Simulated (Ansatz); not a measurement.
Ideal-gas functions of CH2FNSi (`FC1=N[SiH2]1`) at 298.15 K and 1 bar, from an Ansatz frequency run at PBE0-D4/def2-TZVP.

Molar mass 75.12 g/mol, point group Cs (symmetry number 1), electronic degeneracy 1, moments of inertia 24.202, 118.696, 136.736 u Å². Harmonic wavenumbers (cm⁻¹, unscaled): 372, 380, 546, 649, 668, 716, 751, 974, 1298, 1712, 2266, 2285.

Use S(trans) = R[1.5 ln M + 2.5 ln T − 1.1517]; rotational temperatures θ = 24.2544 K / I; S(rot) = R[ln(√π/σ · √(T³/θAθBθC)) + 1.5]; for each mode x = 1.438777 ν̃/T, S = R[x/(eˣ − 1) − ln(1 − e⁻ˣ)] and H = RT x/(eˣ − 1); 1 cm⁻¹ = 0.0119627 kJ/mol; R = 8.31446 J/(mol·K).

Question: By hand: the entropy, in J/(mol·K).

Answer: Translation 162.7. Rotation: θ = 1.0022, 0.2043, 0.1774 K, giving 102.1. Vibration, mode by mode: 4.48, 4.35, 2.31, 1.56, 1.45, 1.20, 1.05, 0.43, 0.12, 0.02, 0.00, 0.00, in all 17.0. Electronic 0.0. Sum 281.8 J/(mol·K).

Question: By hand: H − E and G − E in kJ/mol, counted from the electronic energy.

Answer: Zero-point energy ½ × 12617 × 0.0119627 = 75.5; thermal vibration 3.6; translation, rotation and pV give 4 RT = 9.9. H − E = 89.0 kJ/mol, and G − E = 89.0 − 298.15 × 281.8/1000 = 5.0 kJ/mol.

Vibration gives 6 % of the entropy.
